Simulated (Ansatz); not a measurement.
Geometry optimisation, RKS PBE/cc-pVDZ in Ansatz 0.2.0.

Input:

```yaml
crystal:
  periodic: [false, false, false]
  atoms:
    - { symbol: B, position_ang: [-0.074919, -0.32736, -0.379379] }
    - { symbol: Cl, position_ang: [0.062884, -0.191578, 2.680287] }
    - { symbol: F, position_ang: [0.944311, 0.541786, -0.45892] }
    - { symbol: F, position_ang: [-1.319671, 0.141227, -0.604203] }
    - { symbol: O, position_ang: [0.173251, -1.667193, -0.132791] }
    - { symbol: Al, position_ang: [-0.868951, -3.084716, -0.396346] }
    - { symbol: H, position_ang: [-0.395389, -4.365755, 0.427365] }
    - { symbol: H, position_ang: [-2.070022, -2.980408, -1.44393] }
    - { symbol: H, position_ang: [0.724905, -1.078703, 1.922118] }
basis:
  gaussian: { orbitals: cc-pVDZ }
hamiltonian:
  xc: pbe
relax:
  f_tol: 0.03
  max_steps: 50
output:
  orbitals: {}
```

Command:

```bash
$ ansatz run input.yaml --threads 2 --pin off --max-ram 3072MiB --backend cpu --events-out ev --progress --plain --runs-dir out
```

Question: Where does it end, and by what steps?

Answer: The forces met the threshold. The force dipped under the threshold on the way, but the program's further checks kept it going. After 26 steps the energy has fallen by 0.159 eV; Cl2 moved furthest, 1.48 Å.

```
step  energy less start (eV)  largest force component (eV/Å)  accepted
   0                  0.0000                           0.799       yes
   1                 -0.0252                           0.614       yes
   2                 -0.0401                           0.825       yes
   3                 -0.0681                           0.572       yes
   4                 -0.0917                           0.309       yes
   5                 -0.1077                           0.200       yes
   6                 -0.1162                           0.134       yes
   7                 -0.1243                           0.291       yes
   8                 -0.1297                           0.283       yes
   9                 -0.1343                           0.255       yes
  10                 -0.1413                           0.133       yes
  11                 -0.1426                           0.239       yes
  12                 -0.1455                           0.253       yes
  13                 -0.1473                           0.209       yes
  14                 -0.1507                           0.132       yes
  15                 -0.1515                           0.098       yes
  16                 -0.1535                           0.087       yes
  17                 -0.1536                           0.270       yes
  18                 -0.1561                           0.092       yes
  19                 -0.1576                           0.015       yes
  20                 -0.1580                           0.117       yes
  21                 -0.1577                           0.158        no
  22                 -0.1589                           0.038       yes
  23                 -0.1592                           0.007       yes
  24                 -0.1594                           0.043       yes
  25                 -0.1595                           0.034       yes
  26                 -0.1595                           0.018       yes
```

```xyz
9
Properties=species:S:1:pos:R:3
B -0.245 -0.170 -0.596
Cl 1.081 -1.207 3.012
F 0.365 0.927 -0.126
F -0.811 -0.097 -1.817
O -0.282 -1.311 0.151
Al -0.990 -2.924 -0.198
H -0.766 -3.963 0.982
H -1.724 -3.129 -1.596
H 0.547 -1.138 1.802
```

Time of the run: 73 s on 2 threads of Intel(R) Xeon(R) CPU @ 2.60GHz (Ice Lake), with other jobs on the host, peak memory 0.19 GiB.
